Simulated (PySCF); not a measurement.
**C₆ coefficients of unlike pairs at M06-L**

Calculated with PySCF 2.14 from the dipole response of each species, C₆(A,B) = (3/π) ∫ α_A(iu) α_B(iu) du, in atomic units, from isotropic polarisabilities. For ions this is the dispersion term alone; charge-induced terms of lower order in 1/R come first.

```
species            configuration                             basis     relativity  α (bohr³)  C₆ (like pair)
   Ne²⁺        [He] 2s2 2p4 (3P)            def2-TZVPPD (6s4p3d1f)           none     0.8494           1.052
   Pb²⁺  [Xe] 4f14 5d10 6s2 (1S)  aug-cc-pwCVTZ-DK3 (11s10p8d5f1g)  spin-free X2C      14.22           99.05
   Ca²⁺                [Ar] (1S)          aug-cc-pVDZ-X2C (6s5p3d)  spin-free X2C      2.893           8.329
     Ba            [Xe] 6s2 (1S)        aug-cc-pVTZ-X2C (9s8p6d3f)  spin-free X2C      226.1            4303
```

**Question.** Estimate C₆ for Pb²⁺ with Ne²⁺.

**Answer.** The integral gives 9.346. The combination rule 2 C_A C_B / (C_A α_B/α_A + C_B α_A/α_B) gives 8.858 and the geometric mean 10.21.

No spin-orbit coupling is included.

The other pairs:

```csv
pair,C₆
"Ca²⁺, Ne²⁺",2.860
"Ba, Ne²⁺",35.10
"Ba, Ca²⁺",114.8
"Ba, Pb²⁺",488.9
"Ca²⁺, Pb²⁺",27.86
```
